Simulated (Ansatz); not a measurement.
`C[NH][AlH][Cl]` + `[SiH3]N[SiH3]` → `[SiH3][N]([SiH3])[AlH][Cl]` + CH₃NH₂ at 700 K and 1 bar (ligand exchange at the Al–N bond).

Computed with Ansatz on PBE0-D4/def2-TZVP structures; ΔE is electronic, products minus reactants. CCSD(T)/CBS adds triple-zeta CCSD(T) − MP2 to the extrapolated MP2 energy (def2 sets, frozen cores). This one scheme is used for every species. Each species was taken in one conformer, which may not be the lowest.

```
                     species  CCSD(T)/CBS energy (Eh)  H − E (kJ/mol)  S (J/(mol·K))
            `C[NH][AlH][Cl]`               -797.65353           231.9          426.2
             `[SiH3]N[SiH3]`               -637.10515           245.6          444.2
`[SiH3][N]([SiH3])[AlH][Cl]`              -1339.00991           271.6          552.1
                      CH₃NH₂                -95.75281           207.6          296.6
```

H − E and S are ideal-gas, rigid-rotor, harmonic terms from PBE0-D4/def2-TZVP, for one conformer and one mirror image of each species. 1 Eh = 2625.50 kJ/mol, R = 8.31446 J/(mol·K).

Problem. By hand: ΔE, ΔH, ΔS and ΔG.

Solution. ΔE = (-1339.00991) + (-95.75281) − (-797.65353) − (-637.10515) = -0.00404 Eh = -10.6 kJ/mol. Δ(H − E) = 271.6 + 207.6 − 231.9 − 245.6 = 1.7, so ΔH = -8.9 kJ/mol. ΔS = 552.1 + 296.6 − 426.2 − 444.2 = -21.7 J/(mol·K). ΔG = -8.9 − 700 × (-21.7)/1000 = 6.3 kJ/mol.

Problem. By hand: the equilibrium constant, and the temperature at which ΔG would vanish if ΔH and ΔS stayed fixed.

Solution. log₁₀ K = −ΔG/(RT ln 10) = -0.5. ΔG = 0 at ΔH/ΔS = 410 K, though so small a ΔH makes that figure unsure.

TΔS isn't small against ΔH here. A doubt of 5 kJ/mol in ΔE shifts log₁₀ K by 0.4 here. Other conformers and mirror images would add mixing entropy, several J/(mol·K) or more a flexible species. Modes under 60 cm⁻¹, often nearly free rotors, make the harmonic entropy too high. These are equilibria of isolated gas molecules and say nothing of rates. Largest T1 diagnostic: 0.011 (customary marks: 0.02 for closed shells, 0.045 for open ones).
